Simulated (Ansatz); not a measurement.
Consider the formal exchange of groups at the In–C bond: `N#[C][In]([Cl])[Cl]` + `Brc1ccc[nH]1` → `[Cl][In]([Cl])[Br]` + `N#Cc1ccc[nH]1`.

Isolated molecules relaxed with PBE0-D4/def2-TZVP in Ansatz; ΔE leaves out vibrations. CBS: MP2 limit from def2 TZ/QZ plus the TZ coupled-cluster correction, frozen cores. Functionals use def2-TZVPP. Elements past krypton have def2 core potentials. For Br, In outer-core shells are correlated without core-valence functions, which leaves a few kJ/mol of doubt a bond. Scalar relativity is left out up to krypton.

`N#[C][In]([Cl])[Cl]`:

Cartesian coordinates in Å:
```
N -0.539 2.501 0.665
C -0.302 1.411 0.375
In 0.123 -0.567 -0.151
Cl -1.066 -1.616 -1.801
Cl 1.784 -1.728 0.912
```

`Brc1ccc[nH]1`:

```xyz
10

Br    1.904    1.987   -1.020
C     0.649    0.746   -0.433
C    -0.573    0.408   -0.949
C    -1.101   -0.596   -0.100
C    -0.186   -0.829    0.892
N     0.880   -0.003    0.679
H    -1.026    0.834   -1.829
H    -2.052   -1.093   -0.210
H    -0.204   -1.510    1.728
H     1.709    0.055    1.242
```

`[Cl][In]([Cl])[Br]`:

```xyz
4

Cl   -0.844    2.140   -0.184
In    0.008    0.014   -0.016
Cl    1.652   -0.636   -1.481
Br   -0.815   -1.518    1.681
```

`N#Cc1ccc[nH]1`:

```xyz
11

N     2.997   -0.540   -1.414
C     1.949   -0.358   -0.966
C     0.676   -0.136   -0.408
C    -0.569   -0.098   -1.003
C    -1.506    0.162    0.014
C    -0.811    0.274    1.196
N     0.504    0.093    0.932
H    -0.760   -0.243   -2.054
H    -2.574    0.257   -0.101
H    -1.157    0.469    2.199
H     1.250    0.120    1.605
```

```
 level  ΔE (kJ/mol)
   PBE       -177.2
r2SCAN       -182.5
```

(1) What does CCSD(T)/CBS give? (Best estimate.)

Largest T1 diagnostic among the species: 0.014.

Answers

(1) Computed: -164.0 kJ/mol. The listed levels differ from it by -13.2, -18.5 kJ/mol.

In def2-TZVPP, CCSD(T) changes the Hartree–Fock value by +27.0 kJ/mol (the triples alone add +2.0 kJ/mol) and MP2 by +24.0 kJ/mol. Leaving LDA and LC-ωPBE aside and taking each functional with its dispersion term where it has one, the values, not all of them listed here, spread over 18.9 kJ/mol, from r2SCAN0-D4 to ωB97M-V. LDA lies −5.5 kJ/mol from PBE without D4. At CCSD(T), def2-SVP lies −10.7 kJ/mol from the extrapolated value and def2-TZVPP +9.5 kJ/mol.
